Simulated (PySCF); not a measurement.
## AlTl: energy against distance

Set-up: basis Al def2-SVP, Tl def2-SVP with ECP60; scalar-relativistic core potentials; PySCF 2.14. Energies in eV from Al + Tl in their ground configurations at the same level. State: ³Π (triplet), unpaired electrons σ ↑, π ↑.

```json
{"R (Å)": "2.518", "UHF": "-0.1475", "r²SCAN": "-1.062"}
{"R (Å)": "2.635", "UHF": "-0.3934", "r²SCAN": "-1.271"}
{"R (Å)": "2.752", "UHF": "-0.5359", "r²SCAN": "-1.385"}
{"R (Å)": "2.840", "UHF": "-0.5926", "r²SCAN": "-1.426"}
{"R (Å)": "2.928", "UHF": "-0.6166", "r²SCAN": "-1.438"}
{"R (Å)": "3.016", "UHF": "-0.6152", "r²SCAN": "-1.428"}
{"R (Å)": "3.133", "UHF": "-0.5839", "r²SCAN": "-1.390"}
{"R (Å)": "3.279", "UHF": "-0.5135", "r²SCAN": "-1.315"}
{"R (Å)": "3.455", "UHF": "-0.4165", "r²SCAN": "-1.202"}
{"R (Å)": "3.689", "UHF": "-0.3061", "r²SCAN": "-1.037"}
```

Question: Put a parabola through the three lowest points of the UHF curve and estimate Re, k and ωe (reduced mass 23.84 u; 1 eV/Å² = 0.16022 mdyn/Å; ωe = 1302.8·√(k/μ) cm⁻¹).

Answer: Through R = 2.84, 2.928, 3.016 Å the second-order coefficient is 1.64 eV/Å², so Re ≈ 2.967 Å, k ≈ 0.526 mdyn/Å and ωe ≈ 193 cm⁻¹. A polynomial fit of higher order to the unrounded UHF energies gives Re = 2.965 Å, k = 0.471 mdyn/Å, ωe = 183 cm⁻¹; anharmonicity and rounding make the difference.

The higher-order fit for each curve: UHF: Re = 2.965 Å, ωe = 183 cm⁻¹, De = 0.62 eV; r²SCAN: Re = 2.928 Å, ωe = 180 cm⁻¹, De = 1.44 eV.

Spin–orbit coupling is left out, which matters for elements this heavy, above all for dissociation energies. The state is the lowest determinant that a PBE0 search found; another state may lie lower at other levels.
